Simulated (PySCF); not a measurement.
Compound: C4H7GeN.
SMILES with atom numbers: `[NH2:1][C:2]1=[CH:3][GeH2:4][CH:5]=[CH:6]1` (hydrogens: H7, H8 on N1; H9 on C3; H10, H11 on Ge4; H12 on C5; H13 on C6)

Computed with LC-wPBE/def2-SV(P) geometry optimisation, gas phase (PySCF).

Problem. What internal coordinates does the optimisation give?

Solution. 
| bond | length (pm) | order |
| --- | --- | --- |
| N1–C2 | 137.2 | single |
| C2=C3 | 135.4 | double |
| C3–Ge4 | 190.9 | single |
| Ge4–C5 | 194.0 | single |
| C5=C6 | 133.7 | double |
| C2–C6 | 149.5 | single |
| N1–H7, N1–H8 | 101.1 | single |
| C3–H9 | 109.2 | single |
| Ge4–H10, Ge4–H11 | 153.8 | single |
| C5–H12 | 109.3 | single |
| C6–H13 | 109.8 | single |

Bonds in one row agree within 1 pm and their mean is given. Orders are formal, as drawn. A selection of angles:
| angle | degrees |
| --- | --- |
| C2–N1–H7 | 119.1 |
| H7–N1–H8 | 116.2 |
| N1–C2–C3 | 126.8 |
| N1–C2–C6 | 116.5 |
| C3–C2–C6 | 116.8 |
| C2–C3–Ge4 | 108.1 |
| C2–C3–H9 | 122.4 |
| Ge4–C3–H9 | 129.6 |
| C3–Ge4–C5 | 90.2 |
| C3–Ge4–H10 | 116.0 |
| C5–Ge4–H10 | 112.8 |
| H10–Ge4–H11 | 108.0 |
| Ge4–C5–C6 | 107.3 |
| Ge4–C5–H12 | 130.6 |
| C6–C5–H12 | 122.2 |
| C5–C6–H13 | 123.5 |
| C2–C6–C5 | 117.7 |
| C2–C6–H13 | 118.8 |

Dihedral angles: N1–C2–C3–Ge4 -178° (antiperiplanar); C2–C3–Ge4–C5 0° (synperiplanar); C3–Ge4–C5–C6 0° (synperiplanar); Ge4–C5–C6–C2 0° (synperiplanar); N1–C2–C6–C5 179° (antiperiplanar). The mirror-image conformer, all signs reversed, is as good.

The 2 C–Ge bonds span 1.909 Å (C3–Ge4, drawn single) to 1.940 Å (Ge4–C5, drawn single), a spread of 0.031 Å. The 3 C–C bonds span 1.337 Å (C5=C6, drawn double) to 1.495 Å (C2–C6, drawn single), a spread of 0.158 Å. Ge4 (germanium bonded to 2 C and 2 H) has angles from 90.2° to 116.0°. Of the pairs four or more bonds apart, H7···H13 is among the closest relative to their van der Waals radii: 2.38 Å, 99 % of the sum of Bondi's values. The 5-membered ring C2–C3–Ge4–C5–C6 has internal angles of 90.2° to 117.7° (sum 540°, against 540° for a flat polygon); it is planar, 0.00 Å rms from its mean plane, widest ring torsion 0°. The 6 heavy atoms lie in one plane (0.009 Å rms). N1 (enamine nitrogen) has angles 119.1°, 118.7° and 116.2°, sum 354.0°, 0.16 Å off the plane of its three neighbours.

Point group: near Cs, missed by 0.31 Å at most; the miss may be what the optimiser left on a soft mode. Not checked by LC-wPBE/def2-SV(P) frequencies.

Hardware: Intel Xeon Platinum 8559C, one thread, on a shared host. Cost: 82 s, 0.61 GiB resident at most. These figures are those of the optimisation.
